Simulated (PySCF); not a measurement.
**As³⁺ (arsenic, charge +3) across methods**

[Ar] 3d10 4s2, closed-shell 1S. Calculation: PySCF 2.14, in aug-cc-pVQZ-PP with ECP10MDF (7s6p5d3f2g, 89 functions); scalar relativity through the core potential.

```
 method  E (hartree)  mean ε 3p (eV)  mean ε 3d (eV)  mean ε 4s (eV)  Σ⟨r²⟩ (bohr²)   ⟨S²⟩
   MN15    -330.8018         -167.13         -82.396         -45.790          16.15  0.000
   PBE0    -330.3116         -175.60         -79.800         -45.480          15.96  0.000
  wB97X    -330.3988         -176.55         -81.970         -48.268          15.92  0.000
    PBE    -330.3492         -167.77         -75.635         -44.294          15.96  0.000
wB97M-V    -330.1678         -178.51         -81.861         -48.048          15.99  0.000
    UHF   -329.19452         -197.83         -90.979         -48.087          16.10  0.000
 r2SCAN    -330.2078         -172.32         -76.208         -44.696          15.94  0.000
  B97-3    -330.3959         -176.21         -80.089         -45.437          15.97  0.000
    LDA    -329.8227         -167.66         -75.763         -44.784          15.94  0.000
```

Energies and moments cover only the electrons outside the core potential.
